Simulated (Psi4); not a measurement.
Method: SAPT0/jun-cc-pVDZ, frozen core run with Psi4 1.11.

Psi4 input:

```
molecule {
0 1
Br 0.71241346 0.00000000 0.00000000
H -0.71241346 -0.00000000 -0.00000000
--
0 1
O -3.59807188 0.68016826 2.53292864
Si -2.96180994 -0.58106958 1.70891029
O -2.42589454 0.01993686 0.28546814
O -4.14204261 -1.70827823 1.60454175
O -1.68149784 -1.31599374 2.41268253
H -4.20443331 0.47606457 3.24924305
H -2.95116416 0.71144427 -0.12484156
H -3.87290692 -2.61040645 1.41448171
H -0.82165888 -0.90287587 2.30129379
units angstrom
symmetry c1
no_reorient
no_com
}
set basis jun-cc-pvdz
set scf_type df
set freeze_core true
energy('sapt0')
```

Part of the output:

```
    SAPT Results
  --------------------------------------------------------------------------------------------------------
    Electrostatics                -23.17778442 [mEh]     -14.54427930 [kcal/mol]     -60.85326461 [kJ/mol]
      Elst10,r                    -23.17778442 [mEh]     -14.54427930 [kcal/mol]     -60.85326461 [kJ/mol]

    Exchange                       34.68954578 [mEh]      21.76801862 [kcal/mol]      91.07738989 [kJ/mol]
      Exch10                       34.68954578 [mEh]      21.76801862 [kcal/mol]      91.07738989 [kJ/mol]
      Exch10(S^2)                  33.97086825 [mEh]      21.31704166 [kcal/mol]      89.19050232 [kJ/mol]

    Induction                     -11.33354046 [mEh]      -7.11190401 [kcal/mol]     -29.75620638 [kJ/mol]
      Ind20,r                     -15.83856914 [mEh]      -9.93885219 [kcal/mol]     -41.58415756 [kJ/mol]
      Exch-Ind20,r                 10.56701678 [mEh]       6.63090314 [kcal/mol]      27.74369874 [kJ/mol]
      delta HF,r (2)               -6.06198810 [mEh]      -3.80395496 [kcal/mol]     -15.91574757 [kJ/mol]

    Dispersion                     -6.86655234 [mEh]      -4.30882665 [kcal/mol]     -18.02813069 [kJ/mol]
      Disp20                       -8.61464820 [mEh]      -5.40577336 [kcal/mol]     -22.61775574 [kJ/mol]
      Exch-Disp20                   1.74809586 [mEh]       1.09694671 [kcal/mol]       4.58962505 [kJ/mol]
      Disp20 (SS)                  -4.30732410 [mEh]      -2.70288668 [kcal/mol]     -11.30887787 [kJ/mol]
      Disp20 (OS)                  -4.30732410 [mEh]      -2.70288668 [kcal/mol]     -11.30887787 [kJ/mol]
      Exch-Disp20 (SS)              0.94746707 [mEh]       0.59454456 [kcal/mol]       2.48757445 [kJ/mol]
      Exch-Disp20 (OS)              0.80062879 [mEh]       0.50240215 [kcal/mol]       2.10205060 [kJ/mol]

  Total HF                          0.17822090 [mEh]       0.11183530 [kcal/mol]       0.46791890 [kJ/mol]
  Total SAPT0                      -6.68833144 [mEh]      -4.19699134 [kcal/mol]     -17.56021179 [kJ/mol]
```
